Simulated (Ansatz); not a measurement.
A CCSD(T) single point on C₂H₆O₂Si, SMILES `O[SiH]1CCO1`.

```yaml
crystal:
  periodic: [false, false, false]
  atoms:
    - {symbol: O, position_ang: [-1.448805, 1.451341, 1.129439]}
    - {symbol: Si, position_ang: [-0.586566, 0.880834, -0.135706]}
    - {symbol: C, position_ang: [-0.260862, -0.951205, -0.340206]}
    - {symbol: C, position_ang: [1.207575, -0.510909, -0.172839]}
    - {symbol: O, position_ang: [1.064802, 0.914275, 0.053948]}
    - {symbol: H, position_ang: [-1.211535, 1.148004, 2.007454]}
    - {symbol: H, position_ang: [-1.107160, 1.658637, -1.281859]}
    - {symbol: H, position_ang: [-0.493977, -1.395956, -1.307040]}
    - {symbol: H, position_ang: [-0.621825, -1.608106, 0.451118]}
    - {symbol: H, position_ang: [1.811926, -0.678850, -1.067327]}
    - {symbol: H, position_ang: [1.711826, -0.965167, 0.683818]}
basis:
  gaussian: {orbitals: def2-TZVPP}
correlation: {method: ccsd_t}
```

```sh
$ ansatz run in.yaml --threads 4 --pin off --events-out ev --progress --plain --max-ram 10444MiB
```

Output of Ansatz, abridged:

```
Functional definition: HF
1489 factors; integrals over basis functions are off by at most 1.2e-3 eV
mean field evaluation 1: about -14092.3491 eV, gradient 4.9e1 eV
mean field evaluation 2: about -14092.6730 eV, gradient 4.9e1 eV
mean field evaluation 4: about -14097.3986 eV, gradient 4.4e0 eV
mean field evaluation 8: about -14097.4701 eV, gradient 2.8e-1 eV
mean field -14097.47035120 eV, -518.0724797980 hartree, gradient 2.0e-6 eV, S^2 0.000000; 0 other end points of the search recorded, 0 dependent functions left out
9 core orbitals not correlated: weight in the atoms' cores, before any rotation towards them, 1.000 or more for the frozen orbitals, at most 0.000 for the correlated occupied ones
reference -14097.47035120 eV, -518.0724797980 hartree; 15, 15 occupied and 226, 226 virtual orbitals, 1489 factors
second order -25.32729919 eV of doubles, -0.00000000 eV of singles
cycle   1  -25.45911219 eV  change   -1.3e-1 eV  update   1.0e-1
cycle   2  -26.04510216 eV  change   -5.9e-1 eV  update   3.0e-2
cycle   3  -26.17826795 eV  change   -1.3e-1 eV  update   1.5e-2
cycle   4  -26.16515629 eV  change    1.3e-2 eV  update   3.4e-3
cycle   5  -26.16470439 eV  change    4.5e-4 eV  update   1.7e-3
cycle   6  -26.16564685 eV  change   -9.4e-4 eV  update   5.3e-4
cycle   7  -26.16535377 eV  change    2.9e-4 eV  update   2.2e-4
cycle   8  -26.16528328 eV  change    7.0e-5 eV  update   5.9e-5
cycle   9  -26.16530001 eV  change   -1.7e-5 eV  update   2.0e-5
perturbative correction -1.01596243 eV, -0.0373359308 hartree
Total energy: -14124.65161364 eV, -519.0713727686 hartree
```

It took 110 s on 4 threads of an Arm Neoverse V2 on a shared host, with 5.5 GiB of host memory at the peak.

Correlation energy per correlated electron: -0.906 eV. T1 diagnostic: 0.0118.
